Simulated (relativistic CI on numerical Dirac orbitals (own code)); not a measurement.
## Spin-allowed bands of a d8 ion in an octahedral site, by hand

Problem. A d8 ion in an octahedral site has a 3A2 ground term and spin-allowed bands at ν1 = 10010 and ν2 = 16305 cm⁻¹ (from a computed ligand-field model). Find Δ and the Racah parameter B, and predict the third band.

Working.
1. The F term splits into A2 (−1.2Δ), T2 (−0.2Δ) and T1 (+0.6Δ), so ν1 = E(T2) − E(A2) = Δ = 10010 cm⁻¹.
2. T1(F) mixes with T1(P), which lies at 15B, through an element 0.4Δ. The two roots, counted from A2, are ν2,3 = ½(15B + 3Δ) ∓ ½√[(15B − Δ)² + 12BΔ].
3. Solving the lower root for B gives B = (2ν1² + ν2² − 3ν1ν2)/(15ν2 − 27ν1) = -23385925/-25695 = 910 cm⁻¹.
4. The sum of the roots is 15B + 3Δ, so ν3 = 15B + 3ν1 − ν2 = 27377 cm⁻¹ (365 nm).

Check. The bands were computed by exact diagonalisation of the d8 shell with B = 910 and Δ = 10010 cm⁻¹, which gives ν3 = 27375 cm⁻¹. C does not enter the terms of highest spin.
